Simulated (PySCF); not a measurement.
## Si(vinyl)3(nBu): computed shieldings and shifts

Si(vinyl)3(nBu), C10H18Si, point group C1.

Geometry:
```tsv
atom	x (Å)	y (Å)	z (Å)
Si1	0.437	0.490	0.738
C2	0.344	0.316	2.603
C3	1.378	0.536	3.424
H4	-0.616	0.025	3.053
H5	2.361	0.830	3.038
H6	1.295	0.434	4.512
C7	2.236	0.526	0.202
C8	2.871	1.627	-0.218
H9	2.807	-0.412	0.241
H10	2.358	2.595	-0.276
H11	3.924	1.618	-0.520
C12	-0.390	2.094	0.222
C13	-0.712	3.072	1.077
H14	-0.617	2.250	-0.842
H15	-0.508	2.983	2.150
H16	-1.190	4.003	0.750
C17	-0.420	-0.983	-0.074
C18	-0.443	-0.939	-1.602
C19	-1.023	-2.186	-2.267
C20	-2.487	-2.446	-1.948
H21	0.099	-1.897	0.270
H22	-1.443	-1.047	0.334
H23	-1.019	-0.056	-1.935
H24	0.583	-0.781	-1.978
H25	-0.900	-2.091	-3.360
H26	-0.419	-3.062	-1.972
H27	-2.863	-3.331	-2.484
H28	-2.647	-2.623	-0.873
H29	-3.116	-1.589	-2.239
```

GIAO calculations in PySCF on the PBE0-D3(BJ)/def2-SVP structure: isolated species, non-relativistic, equivalent atoms averaged; basis pcSseg-1.

Problem. Give the isotropic shieldings (ppm) with B3LYP, PBE0.

Solution. 
```tsv
atoms	environment	B3LYP	PBE0
Si1	silicon bonded to 4 C	350.5	364.1
C3/C8/C13	carbon bonded to C, 2 H	33.3	37.0
C2/C7/C12	carbon bonded to C, Si, H	35.4	41.5
C19	carbon bonded to 2 C, 2 H	149.6	156.5
C18	carbon bonded to 2 C, 2 H	150.7	157.5
C17	carbon bonded to C, Si, 2 H	164.5	170.9
C20	carbon bonded to C, 3 H	165.0	170.9
H4/H9/H14	hydrogen on a carbon bonded to C, Si	25.14	24.91
H5/H6/H10/H11/H15/H16	hydrogen on a carbon bonded to C	25.21	24.95
H25/H26	hydrogen on a carbon bonded to 2 C	30.02	29.93
H23/H24	hydrogen on a carbon bonded to 2 C	30.03	29.94
H27/H28/H29	hydrogen on a carbon bonded to C	30.40	30.31
H21/H22	hydrogen on a carbon bonded to C, Si	30.81	30.70
HOMO–LUMO gap (eV)	–	6.84	7.26
```

Problem. And the chemical shifts, against references computed in the same way?

Solution. 
| atoms | nucleus, reference | B3LYP | PBE0 |
| --- | --- | --- | --- |
| Si1 | ²⁹Si, TMS | -12.6 | -12.1 |
| C3/C8/C13 | ¹³C, TMS | 146.0 | 147.4 |
| C2/C7/C12 | ¹³C, TMS | 143.8 | 142.9 |
| C19 | ¹³C, TMS | 29.6 | 27.9 |
| C18 | ¹³C, TMS | 28.6 | 26.9 |
| C17 | ¹³C, TMS | 14.8 | 13.5 |
| C20 | ¹³C, TMS | 14.2 | 13.5 |
| H4/H9/H14 | ¹H, TMS | 6.24 | 6.36 |
| H5/H6/H10/H11/H15/H16 | ¹H, TMS | 6.18 | 6.32 |
| H25/H26 | ¹H, TMS | 1.37 | 1.34 |
| H23/H24 | ¹H, TMS | 1.36 | 1.33 |
| H27/H28/H29 | ¹H, TMS | 0.99 | 0.96 |
| H21/H22 | ¹H, TMS | 0.57 | 0.57 |

Problem. Which part of the shielding of Si1 depends on the functional?

Solution. Diamagnetic: B3LYP 887, PBE0 886 ppm; paramagnetic: B3LYP -536, PBE0 -522 ppm. The diamagnetic part, set mainly by inner electrons, hardly moves; the paramagnetic part goes with low-lying magnetically allowed excitations and carries the spread.
